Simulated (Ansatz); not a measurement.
`F[CH]1[SiH2][InH]1`. Charge 0, multiplicity 1. In takes the def2 core potential.

Cartesian coordinates in Å:
```
F 1.357 -0.924 -1.463
C 0.677 -0.605 -0.311
Si -1.152 -0.176 -0.239
In 0.540 1.131 1.083
H 0.904 -1.364 0.458
H -1.464 0.813 -1.313
H -2.262 -1.177 -0.191
H 1.400 2.302 1.976
```

Question: What are the harmonic wavenumbers in cm⁻¹ at PBE0-D4/def2-TZVP (Ansatz, finite differences of forces, unscaled)? (Estimate.)

Answer: The calculation gave: 153, 232, 278, 312, 339, 402, 430, 602, 659, 709, 850, 931, 1095, 1312, 1833, 2156, 2191, 2976.

Question: Is this a minimum?

Answer: Yes, all 18 modes are real.

Question: Give the ideal-gas thermochemistry at 298.15 K and 1 bar (rigid rotor, harmonic oscillator; point group C1, symmetry number 1).

Answer: Zero-point energy 104.4 kJ/mol; H(298) − E = 123.6 kJ/mol; entropy 338.7 J/(mol·K), of which translation 173.5, rotation 115.5, vibration 49.8; G(298) − E = 22.6 kJ/mol.

Question: And at 400, 500, 600, 800 and 1000 K?

Answer: 
| T (K) | H − E (kJ/mol) | S (J/mol/K) | G − E (kJ/mol) |
| --- | --- | --- | --- |
| 400 | 134.5 | 370.1 | -13.6 |
| 500 | 146.5 | 396.9 | -51.9 |
| 600 | 159.5 | 420.5 | -92.8 |
| 800 | 187.7 | 461.0 | -181.1 |
| 1000 | 218.1 | 494.9 | -276.8 |
